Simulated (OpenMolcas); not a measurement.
## Ni5+, Pd5+, Pt5+: d⁵ down the group

```
Program             : OpenMolcas 26.06
Method              : MS-CASPT2, IPEA 0.25 Eh, imaginary shift 0.1 Eh
Basis               : ANO-RCC-VTZP
Scalar Hamiltonian  : DKH2, point nucleus
Spin-orbit coupling : state interaction with AMFI integrals over the reference wave functions, term energies averaged over their components
```

Active space for each ion: 5 electrons in 5 orbitals (d); closed shells correlated by CASPT2: Ni5+ 3s 3p; Pd5+ 4s 4p; Pt5+ 5s 5p.

Computed levels in cm-1 above ⁶S_5/2:

```csv
Level,Ni5+,Pd5+,Pt5+
⁴G_7/2,43650,29300,25760
⁴G_11/2,43670,29500,27560
⁴G_9/2,43700,29640,28870
⁴P_1/2,48350,33260,30700
⁴D_7/2,52100,34820,34780
⁴D_1/2,52340,36520,40270
²I_11/2,63830,42870,41050
²I_13/2,64040,43990,45440
²F_7/2(1),70340,50510,58590
weight of ⁶S in the lowest level (%),100,98,80
```

Mixed levels, with the weight of the term that names them: Pd5+ ⁴P_1/2 (67 %), Pd5+ ⁴D_1/2 (68 %), Pd5+ ²F_7/2(1) (59 %), Pt5+ ⁴G_7/2 (59 %), Pt5+ ⁴G_11/2 (75 %), Pt5+ ⁴P_1/2 (59 %), Pt5+ ⁴D_7/2 (59 %), Pt5+ ⁴D_1/2 (66 %), Pt5+ ²I_11/2 (70 %), Pt5+ ²F_7/2(1) (61 %).

Measured, with the error of the calculation in %. Measured levels: Ni5+ from Corliss and Sugar, J. Phys. Chem. Ref. Data 10, 197 (1981).

```tsv
Level	Ni5+
⁴G_11/2	41921 (+4.2)
⁴P_1/2	46325 (+4.4)
⁴D_7/2	50331 (+3.5)
²I_11/2	61196 (+4.3)
²I_13/2	61280 (+4.5)
²F_7/2(1)	67085 (+4.9)
```

Without spin-orbit coupling ⁴G lies 43660, 29420, 26800 cm-1 above ⁶S in that order; the difference to the level ⁴G_7/2, of either sign, comes from spin-orbit coupling, which also lowers the zero.

CASPT2 does not keep the components of a term degenerate, so their means are used; among the terms shown or strongly mixed into the levels shown the widest spread is 600 cm-1 (4d⁵ ⁴F, Pd5+). Blocks of more than 70 roots (2S+1 = 2 even) ran without multistate coupling. Terms from blocks run as CI alone lack orbitals of their own. Computed and measured levels are paired by configuration, term and J; levels that our copy of the source lacks, or whose pairing is in doubt (as where it misses far off the trend of its configuration), stay unpaired and out of the deviations. Only configurations of the active space appear.

A number in round brackets counts repeated terms of one configuration in the order of the reference energies.
